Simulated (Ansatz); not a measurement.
Ideal-gas functions of C2H4SSi (`SC1=C[SiH2]1`) at 400 K and 1 bar, from an Ansatz frequency run at PBE0-D4/def2-TZVP.

Molar mass 88.21 g/mol, point group Cs (symmetry number 1), electronic degeneracy 1, moments of inertia 32.82, 204.01, 230.791 u Å². Harmonic wavenumbers (cm⁻¹, unscaled): 243, 250, 343, 478, 568, 654, 661, 789, 809, 926, 969, 998, 1081, 1581, 2230, 2236, 2711, 3226.

Use S(trans) = R[1.5 ln M + 2.5 ln T − 1.1517]; rotational temperatures θ = 24.2544 K / I; S(rot) = R[ln(√π/σ · √(T³/θAθBθC)) + 1.5]; for each mode x = 1.438777 ν̃/T, S = R[x/(eˣ − 1) − ln(1 − e⁻ˣ)] and H = RT x/(eˣ − 1); 1 cm⁻¹ = 0.0119627 kJ/mol; R = 8.31446 J/(mol·K).

Question: By hand: the entropy, in J/(mol·K).

Answer: Translation 170.8. Rotation: θ = 0.739, 0.1189, 0.1051 K, giving 111.4. Vibration, mode by mode: 9.69, 9.47, 7.08, 4.76, 3.68, 2.89, 2.83, 1.97, 1.86, 1.33, 1.17, 1.08, 0.85, 0.19, 0.02, 0.02, 0.01, 0.00, in all 48.9. Electronic 0.0. Sum 331.1 J/(mol·K).

Question: By hand: H − E and G − E in kJ/mol, counted from the electronic energy.

Answer: Zero-point energy ½ × 20753 × 0.0119627 = 124.1; thermal vibration 12.3; translation, rotation and pV give 4 RT = 13.3. H − E = 149.7 kJ/mol, and G − E = 149.7 − 400 × 331.1/1000 = 17.3 kJ/mol.

Vibration gives 15 % of the entropy. The sum counts one conformer and one mirror image; others add a mixing term.
